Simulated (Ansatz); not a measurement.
`C[CH2][Al]([Cl])[Cl]` + `C=C` → `C=C[CH2][Al]([Cl])[Cl]` + CH₄ at 500 K and 1 bar (formal exchange of groups at a C–C bond).

Calculated with Ansatz (gas phase, PBE0-D4/def2-TZVP geometries, no zero-point term in ΔE). CCSD(T)/CBS is the MP2 limit (def2-TZVPP, def2-QZVPP) plus CCSD(T) − MP2 in def2-TZVPP, frozen cores. This one scheme is used for every species. Each species was taken in one conformer, which may not be the lowest.

| species | CCSD(T)/CBS energy (Eh) | H − E (kJ/mol) | S (J/(mol·K)) |
| --- | --- | --- | --- |
| `C[CH2][Al]([Cl])[Cl]` | -1240.84163 | 225.8 | 440.3 |
| `C=C` | -78.48111 | 155.1 | 245.3 |
| `C=C[CH2][Al]([Cl])[Cl]` | -1278.87133 | 244.4 | 453.0 |
| CH₄ | -40.46206 | 135.6 | 206.8 |

H − E and S are ideal-gas, rigid-rotor, harmonic terms from PBE0-D4/def2-TZVP, for one conformer and one mirror image of each species. 1 Eh = 2625.50 kJ/mol, R = 8.31446 J/(mol·K).

Q: By hand: ΔE, ΔH, ΔS and ΔG.

A: ΔE = (-1278.87133) + (-40.46206) − (-1240.84163) − (-78.48111) = -0.01065 Eh = -28.0 kJ/mol. Δ(H − E) = 244.4 + 135.6 − 225.8 − 155.1 = -0.9, so ΔH = -28.9 kJ/mol. ΔS = 453.0 + 206.8 − 440.3 − 245.3 = -25.8 J/(mol·K). ΔG = -28.9 − 500 × (-25.8)/1000 = -16.0 kJ/mol.

Q: By hand: the equilibrium constant, and the temperature at which ΔG would vanish if ΔH and ΔS stayed fixed.

A: log₁₀ K = −ΔG/(RT ln 10) = 1.7. ΔG = 0 at ΔH/ΔS = 1120 K.

TΔS isn't small against ΔH here. A doubt of 5 kJ/mol in ΔE shifts log₁₀ K by 0.5 here. Other conformers and mirror images would add mixing entropy, several J/(mol·K) or more a flexible species. Modes under 60 cm⁻¹, often nearly free rotors, make the harmonic entropy too high. These are equilibria of isolated gas molecules and say nothing of rates. Largest T1 diagnostic: 0.011 (customary marks: 0.02 for closed shells, 0.045 for open ones).
